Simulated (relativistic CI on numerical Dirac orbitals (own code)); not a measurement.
## What each ingredient does to the levels of Rb31+

Base calculation: Dirac-Coulomb-Breit CI, orbitals from a KLI potential per configuration, model QED (radiative potential, 1s self-energy scaled to tabulated hydrogen-like ionisation energies), unscaled Slater integrals.

CI space (outside the closed core 1s2): 2s2.2p2, 2s.2p3, 2p4, 2p3.3s, 2p3.3p, 2p3.3d, 2s2.2p.3s, 2s2.2p.3p, 2s2.2p.3d, 2s.2p2.3s, 2s.2p2.3p, 2s.2p2.3d, 2s2.2p.4s, 2s2.2p.4p, 2s2.2p.4d, 2s2.2p.4f. Levels of other configurations are missing.

Variants: (1) P86 correlation estimate; (2) Breit term removed; (3) only the first 3 configurations. Shifts of the energy above 2s2.2p2 3P_0, in eV, for the lowest level and the first level of each name with at least 55 % of one term (blank where a level changes its place among those of its configuration and J or its character, or is not in the variant):

```tsv
Level	Base	Δ(1)	Δ(2)	Δ(3)
2s2.2p2 3P_0	0.00	0.00	0.00	0.00
2s2.2p2 3P_1	56.20	0.00	+1.45	+0.13
2s2.2p2 1S_0	155.40	+0.01	+2.41	-0.33
2s.2p3 5S°_2	157.15	+0.33	+0.90	-0.38
2s.2p3 3D°_1	203.00	+0.33	+0.22	+0.07
2s.2p3 3D°_2	221.98	+0.33	+1.30	-0.08
2s.2p3 3D°_3	239.84	+0.33	+2.93	+0.06
2s.2p3 3P°_0	261.90	+0.33	+0.92	-0.20
2s.2p3 1P°_1	361.90	+0.33	+2.78	+0.34
2p4 3P_2	402.63	+0.53	+0.36	+0.18
2p4 3P_1	464.11	+0.53	+1.22	+0.11
2p4 1D_2	477.12	+0.53	+2.05	+0.36
2s2.2p.3s 3P°_0	2142.68	+1.13	+3.17	
2s2.2p.3s 3P°_1	2144.57	+1.13	+3.29
```

At this charge energies of transitions that change n are usually good to better than 1 %, and those within a shell (Δn = 0) to a few per cent.

Ionisation energy from the two ground configurations alone: base 3821.19 eV; P86 correlation estimate 3822.71 eV; Breit term removed 3824.91 eV. The NIST ASD value (semi-empirical) is 3815 eV.

LS names give the leading component of a level, which can be under half, so a name can repeat, a term be missing and a line seem to break the LS rules.
